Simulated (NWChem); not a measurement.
Basis-set convergence for HGa

```xyz
2

Ga     0.0000     0.0000     0.0526
H      0.0000     0.0000    -1.6299
```
Charge 0, spin multiplicity 1.

Program: NWChem. All single points use one geometry, from PBE0/def2-SVP, a minimum by its harmonic frequencies.

Quantity: vertical ionisation energy at the level ΔMP2 (Δ: difference of total energies, the cation a doublet at the parent's geometry with its hole in an orbital of symmetry a1 (C2v labels); it is the state that the SCF runs reached, from PBE0 orbitals for Hartree-Fock references, and need not be the lowest).

The Hamiltonian is non-relativistic. The correlated methods keep 9 core orbitals frozen. The Pople sets run with spherical d functions. The structure started from a generated list of species. No SCF solution was tested for a lower state. Open-shell Hartree-Fock references start from PBE0 orbitals; any time given for them includes that run.

Relative cost: rough, from shared machines, SCF included, 6-31G* = 1.

```
basis        functions  vertical ionisation energy (eV)  relative cost
-----------  ---------  -------------------------------  -------------
6-31G*              34                                ?              1
aug-cc-pVDZ         45                                ?              6
def2-SVPD           46                             8.14        under 3
6-311G**            50                             8.16        under 3
def2-TZVP           54                             8.25        under 3
pcseg-2             57                             8.28              3
cc-pVTZ             57                             8.27             20
def2-TZVPP          62                             8.29        under 3
aug-cc-pVTZ         82                             8.29             20
cc-pVQZ             98                                ?             50
```

What belongs in the gaps?


- 6-31G*, vertical ionisation energy (eV): 8.01
- aug-cc-pVDZ, vertical ionisation energy (eV): 8.11
- cc-pVQZ, vertical ionisation energy (eV): 8.36
